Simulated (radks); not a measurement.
Task: Species: Pt2+. Configuration: [Xe] 4f14 5d8. All-electron calculation, scalar-relativistic Kohn-Sham, PBE, spin-unpolarised, spherical densities, finite nucleus; Fermi nuclear charge, rms radius 5.427 fm; hard spherical wall at 2 bohr. Program: a radial shooting solver on a logarithmic mesh with Libxc functionals. Some entries of the table are withheld. Estimate them.

orbital  occ.  eigenvalue (eV)  r(max) (bohr)
1s          2        -78369.23            (1)
2s          2        -13746.54            (2)
2p          6        -11913.46        0.05059
3s          2        -3211.451         0.1726
3p          6        -2677.376         0.1717
3d         10        -2096.827         0.1399
4s          2        -673.5102            (3)
4p          6        -498.5152         0.4103
4d         10        -285.6955            (4)
5s          2              (5)         0.8810
4f         14         -49.8412         0.3868
5p          6         -41.4821         0.9888
5d          8          18.7558          1.154
6s          0          82.6093          1.494
5f          0          88.2959          1.330
6p          0         122.2948          1.541

Result: 
(1) 1s r(max) (bohr): 0.01062
(2) 2s r(max) (bohr): 0.06123
(3) 4s r(max) (bohr): 0.3901
(4) 4d r(max) (bohr): 0.4187
(5) 5s eigenvalue (eV): -87.8353
